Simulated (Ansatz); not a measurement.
`[SH][GeH2][Cl]` + H₂O → `[OH][GeH2][SH]` + HCl at 400 K and 1 bar (formal hydrolysis of a Ge–Cl bond).

Program: Ansatz. Geometries: PBE0-D4/def2-TZVP. ΔE: electronic, gas phase. CCSD(T)/CBS adds triple-zeta CCSD(T) − MP2 to the extrapolated MP2 energy (def2 sets, frozen cores). This one scheme is used for every species. For Ge outer-core shells are correlated without core-valence functions, which leaves a few kJ/mol of doubt a bond. Scalar relativity is left out up to krypton. Each species was taken in one conformer, which may not be the lowest.

```json
{"species": "`[SH][GeH2][Cl]`", "CCSD(T)/CBS energy (Eh)": "-2935.52817", "H − E (kJ/mol)": "95.3", "S (J/(mol·K))": "343.7"}
{"species": "H₂O", "CCSD(T)/CBS energy (Eh)": "-76.37941", "H − E (kJ/mol)": "69.8", "S (J/(mol·K))": "198.6"}
{"species": "`[OH][GeH2][SH]`", "CCSD(T)/CBS energy (Eh)": "-2551.50958", "H − E (kJ/mol)": "129.2", "S (J/(mol·K))": "341.2"}
{"species": "HCl", "CCSD(T)/CBS energy (Eh)": "-460.38127", "H − E (kJ/mol)": "29.6", "S (J/(mol·K))": "195.4"}
```

H − E and S are ideal-gas, rigid-rotor, harmonic terms from PBE0-D4/def2-TZVP, for one conformer and one mirror image of each species. 1 Eh = 2625.50 kJ/mol, R = 8.31446 J/(mol·K).

Question: By hand: ΔE, ΔH, ΔS and ΔG.

Answer: ΔE = (-2551.50958) + (-460.38127) − (-2935.52817) − (-76.37941) = 0.01673 Eh = 43.9 kJ/mol. Δ(H − E) = 129.2 + 29.6 − 95.3 − 69.8 = -6.3, so ΔH = 37.6 kJ/mol. ΔS = 341.2 + 195.4 − 343.7 − 198.6 = -5.7 J/(mol·K). ΔG = 37.6 − 400 × (-5.7)/1000 = 39.9 kJ/mol.

Question: By hand: the equilibrium constant, and the temperature at which ΔG would vanish if ΔH and ΔS stayed fixed.

Answer: log₁₀ K = −ΔG/(RT ln 10) = -5.2. ΔH and −TΔS have one sign here, so there is no such temperature.

The number of gas molecules stays the same, so ΔS is small and ΔH decides. A doubt of 5 kJ/mol in ΔE shifts log₁₀ K by 0.7 here. Other conformers and mirror images would add mixing entropy, several J/(mol·K) or more a flexible species. These are equilibria of isolated gas molecules and say nothing of rates. Largest T1 diagnostic: 0.012 (customary marks: 0.02 for closed shells, 0.045 for open ones).

ΔS is within the doubt of such terms, so its sign, and with it that verdict, could turn.
